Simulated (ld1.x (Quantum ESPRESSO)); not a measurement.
# What the settings do to the ultrasoft potential of Li

Base potential:

ld1.x (Quantum ESPRESSO) 7.5 input, shortened:

```
&input
   title='Li', zed=3., rel=1, dft='PZ', iswitch=3,
   config='[He] 2s1 2p0 3d-2'
 /
 &inputp
   pseudotype=3, tm=.true., lloc=-1, rcloc=2.25,
   nlcc=.true., new_core_ps=.true.,
   which_augfun='PSQ', rmatch_augfun=2.75
 /
5
2S  1  0   1.00   0.00  2.65  2.95  0.0
2S  1  0   0.00   0.10  2.65  2.95  0.0
2P  2  1   0.00   0.00  3.85  4.50  0.0
2P  2  1   0.00   1.75  3.85  4.50  0.0
3D  3  2  -2.00   0.45  3.85  4.60  0.0
 &test
   configts(1)='2s1 2p0'
 /
```

Cutoffs, loose and tight: the cutoffs (Ry, on a coarse ladder) from which the occupation-weighted sum of valence levels, in a spherical-Bessel basis at the reference potential, stays within 10 and 1 mRy of its value at 400 Ry. They do not see the model core or the augmentation charge, which bear on the density cutoff. Test errors are all-electron minus pseudo excitation energies from the reference, over the configurations 2s0.5 2p0; 2s0 2p1 (two spin-polarised tests are not counted in the largest error). A dash means not determined; rows that change the core or the reference have their own tests.

Cutoffs are not given where the Bessel-basis levels miss the radial ones by over 6 mRy, ghosts where they miss by over 20 mRy; a channel whose overlap is not positive is not tested.

A file whose overlap is not positive is unfit for use, and its test errors describe a broken file.

```tsv
change	outcome	cutoff, loose	cutoff, tight	bound ghosts	largest test error (meV)
base	generated	6 Ry	6 Ry	none	-0.2
local potential all-electron potential smoothed inside 1.72 bohr (lloc = -1)	generated, overlap not positive	–	–	not determined (overlap not positive)	-0.2
local potential all-electron potential smoothed inside 2.20 bohr (lloc = -1)	generated	6 Ry	6 Ry	none	-0.2
local potential all-electron potential smoothed inside 2.82 bohr (lloc = -1)	generated	6 Ry	6 Ry	none	-0.2
local potential all-electron potential smoothed inside 3.40 bohr (lloc = -1)	generated	6 Ry	6 Ry	none	-0.2
local potential all-electron potential smoothed inside 3.78 bohr (lloc = -1)	generated	6 Ry	6 Ry	none	-0.3
local potential all-electron potential smoothed inside 4.28 bohr (lloc = -1)	generated	6 Ry	6 Ry	none	-0.3
local potential all-electron potential smoothed inside 4.78 bohr (lloc = -1)	generated	6 Ry	6 Ry	none	-0.4
local potential all-electron potential smoothed inside 5.42 bohr (lloc = -1)	generated	6 Ry	6 Ry	none	-0.2
```

Reading the sweep of the rcloc (base included, trends over the rows without a ghost): The loose cutoff stays near 6 Ry. The median size of the test errors (rows with all tests solved) stays near 0.2 meV.
